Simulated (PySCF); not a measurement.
Oxygen: a sound run and one with changed settings

Sound run: O⁺ [He] 2s2 2p3, O²⁺ [He] 2s2 2p2. Computed with PySCF 2.14 in cc-pVTZ-DK, with the spin-free X2C one-electron Hamiltonian (Gaussian nucleus). In the sound run the correlated levels freeze 1s2. The sound run starts from symmetry-adapted Hartree-Fock orbitals and uses a fine grid where one is needed.

Changed run: initial guess minao, at most 50 SCF cycles.

```
species   method  sound run (hartree)  changed run (hartree)  converged
     O⁺      UHF            -74.42286              -74.42286        yes
     O⁺      LDA            -74.06135              -74.06135        yes
     O⁺  CCSD(T)            -74.53720              -74.53720        yes
    O²⁺     MN15            -73.28410              -73.28410        yes
    O²⁺      MP2            -73.22769              -73.22769        yes
```

Here the plain start reaches the same solutions.
